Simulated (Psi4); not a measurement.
C2H6Be (SMILES [CH3][Be][CH3]), singlet, geometry from GFN2-xTB (such geometries of metal compounds can be far from the true shape). Base run: Psi4 with CAM-B3LYP/6-31G.

Geometry (Å):
```xyz
9

Be     0.0074     0.0018    -0.0201
C      1.3433     0.1696    -1.0984
H      2.0629    -0.6480    -1.0432
H      1.9394     1.0689    -0.9405
H      1.0589     0.2120    -2.1504
C     -1.3374    -0.1873     1.0433
H     -1.9077    -1.1012     0.8729
H     -2.0764     0.6119     0.9759
H     -1.0716    -0.2247     2.1002
```
Charge 0, spin multiplicity 1.
All else is at Psi4's defaults (density fitting, Cartesian functions).
Base energy -94.48304 Eh.

The base run was repeated with changes; each row names its change, and settings that it needs were set with it.

```json
[
 {"change": "base", "ΔE vs base (µEh)": "0.0", "SCF cycles": "6", "grid points": "194827", "basis functions": "39", "outcome": "converged"},
 {"change": "df_basis_scf = cc-pvtz-jkfit", "ΔE vs base (µEh)": "-", "SCF cycles": "-", "grid points": "-", "basis functions": "39", "outcome": "input refused"},
 {"change": "e_convergence = 1e-4", "ΔE vs base (µEh)": "0.0", "SCF cycles": "6", "grid points": "194827", "basis functions": "39", "outcome": "converged"},
 {"change": "guess = core", "ΔE vs base (µEh)": "0.0", "SCF cycles": "8", "grid points": "194827", "basis functions": "39", "outcome": "converged"},
 {"change": "diis_max_vecs = 15", "ΔE vs base (µEh)": "0.0", "SCF cycles": "6", "grid points": "194827", "basis functions": "39", "outcome": "converged"},
 {"change": "dft_radial_points = 99", "ΔE vs base (µEh)": "0.0", "SCF cycles": "6", "grid points": "255912", "basis functions": "39", "outcome": "converged"},
 {"change": "level_shift = 0.3", "ΔE vs base (µEh)": "0.0", "SCF cycles": "7", "grid points": "194827", "basis functions": "39", "outcome": "converged"},
 {"change": "scf_type = disk_df", "ΔE vs base (µEh)": "0.0", "SCF cycles": "6", "grid points": "194827", "basis functions": "39", "outcome": "converged"},
 {"change": "scf_type = cd", "ΔE vs base (µEh)": "-", "SCF cycles": "-", "grid points": "-", "basis functions": "-", "outcome": "input refused"},
 {"change": "dft_spherical_points = 194", "ΔE vs base (µEh)": "-5.8", "SCF cycles": "6", "grid points": "125448", "basis functions": "39", "outcome": "converged"},
 {"change": "puream = true", "ΔE vs base (µEh)": "-14.4", "SCF cycles": "6", "grid points": "194827", "basis functions": "39", "outcome": "converged"},
 {"change": "guess = sap", "ΔE vs base (µEh)": "0.0", "SCF cycles": "7", "grid points": "194827", "basis functions": "39", "outcome": "converged"},
 {"change": "puream = false", "ΔE vs base (µEh)": "0.0", "SCF cycles": "6", "grid points": "194827", "basis functions": "39", "outcome": "converged"}
]
```

- df_basis_scf = cc-pvtz-jkfit: ended with `psi4.driver.qcdb.exceptions.BasisSetNotFound: BasisSet::construct: Unable to find a basis set for atom 1 for key JKFIT among:`
- scf_type = cd: ended with `psi4.driver.p4util.exceptions.ValidationError: SCF: SCF_TYPE (CD) not supported for range-separated functionals, plese use SCF_TYPE = 'DF' to automatically select the correct JK build.`
